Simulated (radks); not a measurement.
The numbers below are computed, except where a source is named.
Task: Coherent X-ray form factor from a spherical all-electron density. Code: a radial shooting solver on a logarithmic mesh with Libxc functionals. Model: scalar-relativistic Kohn-Sham, PBEsol, spin-polarised, spherical densities, finite nucleus; Fermi nuclear charge, rms radius of each element as measured or else 0.836 A^(1/3) + 0.57 fm.

sin(theta)/lambda (1/angstrom),f0 (electrons)
0.05,42.629
0.1,41.556
0.15,39.899
0.2,37.822
0.25,35.506
0.3,33.119
0.4,28.634
0.5,24.957
0.6,22.160
0.8,18.377
1,15.638
1.25,12.631
1.5,10.077
2,6.860

The species is in the configuration that NIST lists as its ground one. Which atom or ion scatters so?

Result: The cadmium ion Cd5+, [Kr] 4d7. Extrapolating in s^2 from the first two rows gives f0(0) = 43.0, near the electron count 43; among species with that count, the fall with angle is slower the higher Z, and the table is that of Z = 48; from so few rows the species is fixed only to a neighbour or two.
